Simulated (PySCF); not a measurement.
Below is a simulated gas-phase Si 2p photoelectron spectrum of (F)2Al-NH-SiH3 (AlF2H4NSi).

Every computed line was given a Gaussian of 1.0 eV full width at half maximum and an area set by the number of equivalent atoms (split 2:1 within a doublet); the highest printed point is 100. Level of theory: delta-SCF UKS SCAN, pcX-2 on the ionised atom, pcseg-1 elsewhere, spin-free X2C (PySCF 2.14.0).

binding energy (eV), intensity and a bar:
```
    106.0          0 
    106.1          1 
    106.2          1 
    106.3          3 #
    106.4          5 #
    106.5          8 ##
    106.6         13 ####
    106.7         20 ######
    106.8         29 #########
    106.9         40 ############
    107.0         53 ################
    107.1         66 ####################
    107.2         78 ########################
    107.3         89 ###########################
    107.4         96 #############################
    107.5        100 ##############################
    107.6        100 ##############################
    107.7         97 #############################
    107.8         91 ###########################
    107.9         83 #########################
    108.0         74 ######################
    108.1         64 ###################
    108.2         54 ################
    108.3         44 #############
    108.4         35 ##########
    108.5         27 ########
    108.6         19 ######
    108.7         13 ####
    108.8          9 ###
    108.9          6 ##
    109.0          3 #
    109.1          2 #
    109.2          1 
    109.3          1 
    109.4          0 
    109.5          0
```

Q: Count the maxima, the lines and the sites behind this envelope.

A: The curve has 1 maximum (at 107.5 eV). Under it lie 2 lines from 1 inequivalent silicon site, drawn as a 2p3/2, 2p1/2 pair. At this width some lines have no maximum of their own.

Q: Decompose the envelope and assign each component. Bonds: Al1–F2, Al1–F3, Al1–N4, N4–Si5. Hydrogens: H6 on N4; H7, H8, H9 on Si5.

A: 
```csv
position (eV),relative area,line,atoms,environment
107.42,0.67,Si 2p3/2,Si5,silicon bonded to N and 3 H
108.04,0.33,Si 2p1/2,Si5,silicon bonded to N and 3 H
```

Q: What are the centre and the root-mean-square width of the whole band?

A: The area-weighted mean of the lines is 107.63 eV. Their own spread about it is 0.29 eV (rms) and each Gaussian has σ = 1.0/2.355 = 0.42 eV; the variances add, which gives 0.52 eV.

Shake-up satellites, vibrational structure and lifetime widths aren't simulated. 2p3/2 and 2p1/2 are the ΔSCF energy of one spin-free 2p hole plus the eigenvalues of a spin–orbit and ligand-field matrix of the shell. 2p1/2 minus 2p3/2 (ligand field included): Si 0.62 eV. Geometry: PBE0-D3(BJ)/def2-SVP; no solvent, vibrations or thermal averaging.
